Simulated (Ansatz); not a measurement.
## Match the barriers

Saddle point of BH₃BrCl, singlet (BH₂Cl ([BH2][Cl]) + HBr → BH₂Br ([BH2][Br]) + HCl; bonds formed: B1–Br6, Cl2–H5; bonds broken: B1–Cl2, H5–Br6), PBE0-D4/def2-TZVP structure:

B1  (-0.488, -0.272, -0.273)
Cl2  (1.274, 0.161, -1.007)
H3  (-0.599, -1.448, -0.158)
H4  (-1.311, 0.432, -0.758)
H5  (1.152, 0.598, 0.507)
Br6  (-0.029, 0.528, 1.689)
(Å)

Ansatz 0.2.0; basis: def2-TZVPP, with def2-QZVPP for the basis limit; cores frozen in the correlated methods. Filled d shells of the heavier atoms are correlated. The def2 sets are not built for correlating such inner shells, so the correlated values are less sure here. Extrapolation: Hartree–Fock as exp(−7.88 √X), correlation as X^−2.97. Four methods, as single points on the PBE0-D4 structures, gave these electronic barriers from the start structure: 0.318, 0.456, 0.729, 1.434 eV.

(1) The methods were, in alphabetical order, CCSD(T), HF, PBE-D4, r2SCAN-D4. Which gave which? (Judge from chemistry; the calculation decides.)

T1 diagnostic: at most 0.010. The start structure is not quite a true minimum (one mode of 29i cm⁻¹).

Answers

(1) By the calculation: PBE-D4 0.318; r2SCAN-D4 0.456; CCSD(T) 0.729; HF 1.434 eV. For comparison, CCSD(T) at an estimated basis limit (MP2 extrapolated from triple and quadruple zeta, plus CCSD(T) − MP2 in triple zeta) gives 0.680 eV.

Labels in which every atom is bracketed show which atoms are joined, not bond orders.

For scale, one of the runs: CCSD(T)/def2-TZVPP, 163 basis functions, launched by `ansatz run in.yaml --threads 2 --pin off --events-out ev --progress --plain --max-ram 4352MiB`. Time: 120 s of wall clock on 2 CPU threads; the host was shared. Peak host memory: 1.3 GiB.
